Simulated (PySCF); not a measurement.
Cl2Re, SMILES [Cl][Re][Cl] (connectivity only; charge and spin as stated), neutral, multiplicity 6.

The structure is a stationary point at B3LYP-D3(BJ)/def2-TZVP. The multiplicity is an assumed one; other spin states were not compared. The def2 effective core potentials stand for the cores of Re; spin–orbit coupling is left out.

Computed with PySCF with PBE/def2-TZVPD.

The molecule is in vacuum.

```
Item                                                               Value
-----------------------------------------------  -----------------------
total energy                                          -998.42696 hartree
point group                                                          D∞h
α spin, highest occupied and lowest empty level       -5.91 and -1.57 eV
β spin, highest occupied and lowest empty level       -7.94 and -4.74 eV
dipole moment                                                     0.00 D
mean static polarisability                         73.5 bohr³ (10.90 Å³)
polarisability, principal values                 53.9, 53.9, 112.9 bohr³
⟨S²⟩                                             8.760 (pure state 8.75)
```
